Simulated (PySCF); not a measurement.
Gas-phase reaction: TiF₄ + 4 O → TiO₂ + 2 F₂O

Computed with PySCF and rigid-rotor harmonic-oscillator thermochemistry at 1 bar. † marks an energy on the PBE0/def2-TZVP geometry and frequencies; other levels use their own. MP2 and CCSD(T) freeze the core. Open shells (unrestricted): O (multiplicity 3); the rest are closed-shell singlets. Spin-orbit splitting is ignored; it lowers the true energy and changes the entropy of O. MP2 isn't extrapolated to the basis-set limit. CCSD(T) isn't extrapolated to the basis-set limit. Warning, large T1 diagnostic: TiF₄, TiO₂ (CCSD(T)/def2-SVP†, CCSD(T)/def2-TZVPP†).

| level | ΔH°(298 K), kJ |
|---|---|
| CCSD(T)/def2-SVP† | … |
| CCSD(T)/def2-TZVPP† | … |
| MP2/def2-SVP† | … |
| PBE/def2-SVP | 70 |
| PBE0/def2-SVP† | 344 |
| LDA/def2-TZVP† | -210 |

**Question.** Complete the blanks.

**Answer.** 
- CCSD(T)/def2-SVP†, ΔH°(298 K), kJ: 493
- CCSD(T)/def2-TZVPP†, ΔH°(298 K), kJ: 393
- MP2/def2-SVP†, ΔH°(298 K), kJ: 384
